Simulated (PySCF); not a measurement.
C₃H₂F₃, SMILES C(F)(F)(F)C=[CH], multiplicity 2.

The structure is a stationary point at PBE0-D3(BJ)/def2-SVP. The isomer is the one that the SMILES or the coordinates give; other isomers of the formula were not compared.

The numbers are results of TDA-PBE/def2-SVPD (PySCF 2.14.0), not measurements.

Vertical excitations. Gas-phase values at a fixed geometry.

| state | energy (eV) | λ (nm) | f | main pairs |
|---|---|---|---|---|
| root 1 | 3.41 | 364 | 0.001 | α HOMO→LUMO 9 %, β HOMO→LUMO 90 % |
| root 2 | 4.42 | 281 | 0.003 | α HOMO→LUMO 90 %, β HOMO→LUMO 9 % |
| root 3 | 4.75 | 261 | 0.000 | α HOMO−1→LUMO 50 %, β HOMO→LUMO+1 48 % |
| root 4 | 5.68 | 218 | 0.004 | β HOMO−1→LUMO 97 % |
| root 5 | 5.81 | 213 | 0.000 | β HOMO−2→LUMO 100 % |
| root 6 | 6.27 | 198 | 0.003 | β HOMO−3→LUMO 99 % |
| root 7 | 6.49 | 191 | 0.006 | α HOMO→LUMO+1 98 % |
| root 8 | 6.53 | 190 | 0.002 | β HOMO−4→LUMO 100 % |
| root 9 | 7.17 | 173 | 0.016 | α HOMO→LUMO+2 98 % |
| root 10 | 7.40 | 168 | 0.019 | α HOMO→LUMO+3 20 %, β HOMO−5→LUMO 75 % |
Unrestricted roots are not spin-pure.
